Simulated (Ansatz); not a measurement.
`C=CN(C)[SiH3]`, relaxed with RKS PBE0-D4/def2-TZVP in Ansatz from a PBE-D4/def2-SVP geometry. The force threshold is 0.005 eV/Å; the program also tests the step.

Total charge 0; spin multiplicity 1.

Start:

```xyz
14

C     0.496   -2.161   -0.076
C    -0.356   -1.124   -0.266
N    -0.135    0.213    0.055
C     1.137    0.558    0.668
Si   -1.239    1.497   -0.446
H     0.177   -3.174   -0.353
H     1.502   -2.042    0.351
H    -1.349   -1.314   -0.711
H     1.295   -0.024    1.603
H     1.998    0.346   -0.008
H     1.162    1.636    0.927
H    -0.747    2.268   -1.647
H    -1.392    2.476    0.687
H    -2.549    0.846   -0.784
```

Problem. How much energy does the relaxation release, and in how many steps? (Best estimate.)

Solution. Computed: 7.10 kJ/mol, in 6 steps.

Problem. Which bonds change most? (Best estimate.)

Solution. The calculation gave: N3–Si5 from 1.765 to 1.732 Å; C1–C2 from 1.355 to 1.336 Å; Si5–H12 from 1.510 to 1.491 Å; Si5–H13 from 1.505 to 1.486 Å.

Problem. Give the relaxed structure. (An estimate is asked.)

Solution. Ansatz gave: 
```xyz
14

C     0.488   -2.129   -0.075
C    -0.356   -1.112   -0.265
N    -0.140    0.213    0.052
C     1.126    0.551    0.659
Si   -1.222    1.474   -0.437
H     0.184   -3.129   -0.351
H     1.476   -2.007    0.349
H    -1.332   -1.303   -0.703
H     1.274   -0.016    1.585
H     1.967    0.332   -0.010
H     1.153    1.614    0.905
H    -0.726    2.234   -1.619
H    -1.374    2.439    0.683
H    -2.519    0.837   -0.775
```
